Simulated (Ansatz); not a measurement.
`[SiH3]C[SiH2]Cl` + `[NH2][GeH3]` → `Cl[SiH2][NH][GeH3]` + `C[SiH3]` at 600 K and 1 bar (ligand exchange at the Si–C bond).

Computed with Ansatz on PBE0-D4/def2-TZVP structures; ΔE is electronic, products minus reactants. CCSD(T)/CBS adds triple-zeta CCSD(T) − MP2 to the extrapolated MP2 energy (def2 sets, frozen cores). This one scheme is used for every species. For Ge outer-core shells are correlated without core-valence functions, which leaves a few kJ/mol of doubt a bond. Scalar relativity is left out up to krypton. One conformer a species, not always the lowest.

| species | CCSD(T)/CBS energy (Eh) | H − E (kJ/mol) | S (J/(mol·K)) |
| --- | --- | --- | --- |
| `[SiH3]C[SiH2]Cl` | -1080.25737 | 250.3 | 456.2 |
| `[NH2][GeH3]` | -2133.81884 | 167.5 | 333.3 |
| `Cl[SiH2][NH][GeH3]` | -2883.36260 | 217.7 | 462.2 |
| `C[SiH3]` | -330.73916 | 199.7 | 315.0 |

H − E and S are ideal-gas, rigid-rotor, harmonic terms from PBE0-D4/def2-TZVP, for one conformer and one mirror image of each species. 1 Eh = 2625.50 kJ/mol, R = 8.31446 J/(mol·K).

Question: By hand: ΔE, ΔH, ΔS and ΔG.

Answer: ΔE = (-2883.36260) + (-330.73916) − (-1080.25737) − (-2133.81884) = -0.02555 Eh = -67.1 kJ/mol. Δ(H − E) = 217.7 + 199.7 − 250.3 − 167.5 = -0.4, so ΔH = -67.5 kJ/mol. ΔS = 462.2 + 315.0 − 456.2 − 333.3 = -12.3 J/(mol·K). ΔG = -67.5 − 600 × (-12.3)/1000 = -60.1 kJ/mol.

Question: By hand: the equilibrium constant, and the temperature at which ΔG would vanish if ΔH and ΔS stayed fixed.

Answer: log₁₀ K = −ΔG/(RT ln 10) = 5.2. ΔG = 0 at ΔH/ΔS = 5488 K, far beyond where these terms or the molecules hold.

The number of gas molecules stays the same, so ΔS is small and ΔH decides. A doubt of 5 kJ/mol in ΔE shifts log₁₀ K by 0.4 here. Other conformers and mirror images would add mixing entropy, several J/(mol·K) or more a flexible species. Modes under 60 cm⁻¹, often nearly free rotors, make the harmonic entropy too high. These are equilibria of isolated gas molecules and say nothing of rates. Largest T1 diagnostic: 0.011 (customary marks: 0.02 for closed shells, 0.045 for open ones).
